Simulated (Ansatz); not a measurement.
# Worked example: SbCl3 + CH2I → SbCl2 + CH2ClI

Species: SbCl3 (antimony trichloride) `[Cl][Sb]([Cl])[Cl]`, singlet; CH2I `[CH2]I`, doublet; SbCl2 `[Cl][Sb][Cl]`, doublet; CH2ClI `ClCI`, singlet. A radical takes Cl: the energy is the difference in strength between the Sb–Cl bond broken and the C–Cl bond made.

Shapes, held fixed at every level: PBE0-D4/def2-TZVP. Programs: Ansatz 0.2.0. The zero-point and thermal change to 298 K, harmonic and unscaled (PBE0-D4/def2-TZVP), is +9.5 kJ/mol.

At CCSD(T)/def2-TZVPP; 1 Eh = 2625.50 kJ/mol:

| species | energy (Eh) |
| --- | --- |
| SbCl3 | -1618.895347 |
| CH2I | -336.304731 |
| SbCl2 | -1159.110146 |
| CH2ClI | -796.094860 |

Q: Work out ΔH(298 K) of the reaction at this level.

A: 
1. Products less reactants: (-1159.110146) + (-796.094860) − [(-1618.895347) + (-336.304731)] = -0.004928 Eh = -12.9 kJ/mol.
2. With the thermal change: -12.9 + (+9.5) = -3.4 kJ/mol.

Other levels give -14.5 (CCSD(T)/def2-SVP) to +16.9 kJ/mol (HF/def2-TZVPP). No measured value is set beside it here. Open shells run unrestricted. For atoms past krypton def2 sets carry core potentials with scalar relativity. Outer-core shells of I, Sb are correlated in most correlated rows, in sets that cover them unevenly. That is about zero within the method's error.
